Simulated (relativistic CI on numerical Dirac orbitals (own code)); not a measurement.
# Hyperfine structure of F⁺, mass number 19

Method of calculation: Dirac-Coulomb-Breit CI, separate exchange-only KLI orbitals for each configuration, model QED (radiative potential, 1s self-energy scaled to tabulated hydrogen-like ionisation energies), valence Slater integrals scaled by 0.85, P86 correlation energy added to each configuration (own radial code, finite nucleus).

CI space (outside the closed core 1s2): 2s2 2p4, 2s 2p5, 2s2 2p3 3s, 2s2 2p3 3p, 2p6, 2s2 2p3 3d, 2s2 2p3 4s, 2s2 2p3 4p, 2s2 2p3 4d, 2s2 2p3 4f, 2s2 2p2 3s2, 2s2 2p2 3s 3p, 2s2 2p2 3p2, 2s2 2p2 3s 3d. Levels of other configurations are missing.

Nuclear spin I = 1/2, μ = 2.62832 μN (tables of Stone and Pyykkö). The electronic factors are computed for point nuclear moments, without core polarisation; leaving it out makes A of s and p electrons in near-neutral atoms 20 to 40 % too small, and it can dominate for d and f shells.

```tsv
Level	E (eV)	A (MHz)
2s2 2p4 3P_2	0.0000	2654
2s2 2p4 3P_1	0.0416	-53.95
2s2 2p4 1D_2	2.4255	4550
2s2 2p3 3s 5S°_2	21.8193	1250
2s 2p5 3P°_2	21.9862	14780
2s 2p5 3P°_1	22.0237	17350
2s2 2p3 3s 3S°_1	22.5221	-1180
2s2 2p3 3p 5P_1	25.0046	-209.3
```

Levels with J = 0, under 50 % of one LS term, or S terms without an open s electron are left out. Small factors come from cancelling terms and can be off by tens of per cent or more.

Correlation outside the listed configurations is missing or only estimated: errors of thousands of cm⁻¹ between configurations and terms are usual at this charge. Rates and lifetimes follow the computed energies and can be off by large factors. The fine structure of a lone outer electron comes out too small, for d and f at times inverted, and misplaced configurations move strength between like terms. 23 of the 23 excited levels that our extract of the measured tables holds in this range could be paired (the sources list more); they are missed by 3118 cm⁻¹ on average and 12533 at most, and levels without a partner can miss by more.

Task: Give the hyperfine levels of 2s2 2p4 3P_2 relative to its centre of gravity.

Result: With K = F(F + 1) − I(I + 1) − J(J + 1), E = AK/2: F = 3/2: -3981, F = 5/2: 2654 MHz.
